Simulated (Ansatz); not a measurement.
`C=C[CH2][SnH3]` + `C[SiH2]Cl` → `C[SiH](Cl)[SnH3]` + `C=CC`  (formal exchange of groups at the Sn–C bond)

Computed with Ansatz on PBE0-D4/def2-TZVP structures; ΔE is electronic, products minus reactants. CBS: MP2 limit from def2 TZ/QZ plus the TZ coupled-cluster correction, frozen cores. Functionals use def2-TZVPP. def2 core potentials past Kr. For Sn outer-core shells are correlated without core-valence functions, which leaves a few kJ/mol of doubt a bond. One conformer a species, not always the lowest.

| level | ΔE (kJ/mol) |
| --- | --- |
| r2SCAN0-D4 | -45.1 |
| ωB97M-V | -40.9 |
| CCSD(T)/def2-SVP | -40.9 |
| CCSD/def2-TZVPP | -36.7 |

Question: What does CCSD(T)/CBS give? (Best estimate.)

Answer: The calculation gave: -39.1 kJ/mol. The listed levels differ from it by -6.0, -1.8, -1.8, 2.4 kJ/mol.

Largest T1 diagnostic among the species: 0.012.

Leaving LDA and LC-ωPBE aside and taking each functional with its dispersion term where it has one, the values, not all of them listed here, spread over 9.7 kJ/mol, from PBE-D4 to B2PLYP.
